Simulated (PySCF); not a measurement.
Bonds (- single, = double, # triple, : aromatic): B1-C2, C2-C3, C3-C4, C4-C5, C5-C6, C6-C7, C4-C2, C7-C5. B1 carries H8, H9; C2 carries H10; C3 carries H11, H12; C4 carries H13; C5 carries H14; C6 carries H15, H16; C7 carries H17, H18. Stereochemistry as in B[C@@H]1C[C@@H]1C1CC1. H12 is cis to B1 on the ring; H16, H17 are cis to C4 on the ring; H11 is trans to B1 on the ring; H15, H18 are trans to C4 on the ring.

Geometry: PBE0-D3(BJ)/def2-SVP; GIAO absolute shieldings from PySCF 2.14, gas phase, non-relativistic, averaged over equivalent atoms.

At WP04/pcSseg-1 (174 basis functions, 18 s wall time on 1 thread of an Arm Neoverse V2, shared host):
| atoms | σ (ppm) |
| --- | --- |
| B1 | 18.3 |
| C4 | 136.8 |
| C3 | 149.3 |
| C2 | 151.1 |
| C5 | 156.0 |
| C6 | 163.0 |
| C7 | 165.0 |
| H8/H9 | 25.35 |
| H11 | 30.26 |
| H12 | 30.34 |
| H10 | 30.60 |
| H14 | 30.89 |
| H15 | 30.95 |
| H13 | 30.96 |
| H18 | 31.14 |
| H16 | 31.30 |
| H17 | 31.33 |

**Question.** What do these become at PBE0/pcSseg-1?

**Answer.** 
```csv
atoms,σ at PBE0/pcSseg-1,change
B1,16.8,-1.5
C4,148.9,+12.1
C3,161.2,+11.9
C2,159.5,+8.4
C5,169.8,+13.8
C6,176.1,+13.1
C7,178.5,+13.5
H8/H9,23.96,-1.39
H11,29.82,-0.44
H12,29.94,-0.40
H10,29.95,-0.65
H14,30.54,-0.35
H15,30.63,-0.32
H13,30.59,-0.37
H18,30.85,-0.29
H16,31.07,-0.23
H17,31.11,-0.22
```

The largest change is at C5 (three-membered-ring carbon). Cost: 174 basis functions, 19 s wall time on 1 thread of an Arm Neoverse V2, shared host. The order of the carbon signals changes between the two levels.

A carbon bonded to boron is broadened by the quadrupolar boron nucleus and is often missing from a measured spectrum.
